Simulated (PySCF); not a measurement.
## SeH⁺ from Hartree–Fock to correlated methods

State: ³Σ⁻ (triplet), unpaired electrons π ↑↑. Set-up: PySCF, no relativity, basis sets H pcseg-1, Se pcseg-1. De refers to H + Se⁺ in their high-spin ground configurations, without counterpoise correction. The functionals are run spin-unrestricted. A positive dipole points towards Se; it is taken about the centre of mass and depends on that origin.

```
      Level  Re (Å)  ωe (cm⁻¹)  De (eV)  μ (D)
        UHF   1.473       2486     2.17  -1.40
    UHF-MP2   1.484       2392     2.74    n/a
UHF-SCS-MP2   1.485       2387     2.81    n/a
   UHF-CCSD   1.493       2319     2.86    n/a
UHF-CCSD(T)   1.494       2307     2.89    n/a
        PBE   1.512       2254     3.33  -1.29
     r²SCAN   1.495       2334     3.37  -1.35
      TPSSh   1.496       2336     3.41  -1.29
       PBE0   1.495       2349     3.26  -1.33
      B97-3   1.497       2339     3.31  -1.33
      HSE06   1.497       2344     3.29  -1.32
     M06-2X   1.492       2361     3.14  -1.40
```

Which functional lies closest to UHF-CCSD(T) in De, which farthest, and by how much do they differ from it?

Closest is M06-2X (-0.2 pm in Re, +2.3 % in ωe, +0.25 eV in De against UHF-CCSD(T) in the same basis), farthest TPSSh (+0.2 pm in Re, +1.3 % in ωe, +0.52 eV in De). CCSD(T) converges more slowly with the basis than the functionals do and binds too weakly in this one, so the order can change at the basis-set limit.

What does a quarter of exact exchange do here, going from PBE to PBE0?

PBE0 less PBE: -1.7 pm in Re, +4.2 % in ωe, -0.07 eV in De. Exact exchange removes part of the self-interaction that spreads semilocal densities, and in most molecules shortens and stiffens the bond and lowers De; so it does here.

What does the step from GGA to meta-GGA do here, going from PBE to r²SCAN?

r²SCAN less PBE: -1.7 pm in Re, +3.5 % in ωe, +0.04 eV in De. 

Correlated steps freeze 9 core orbitals. Correlated levels converge slowly with the basis: in double zeta they bind strong bonds too weakly, by up to about 1 eV, and carry superposition errors of some tenths. Spin–orbit coupling is left out. For an ion De counts to the pair picked by the measured ionisation energies or electron affinities, which need not be the lowest pair at this level. The state was picked by a PBE0 search and need not be the measured ground state.

The whole job (state search and all levels along the bond) took about 0.92 min on 1 thread of Arm Neoverse V2 (shared host), peak memory 0.38 GiB.
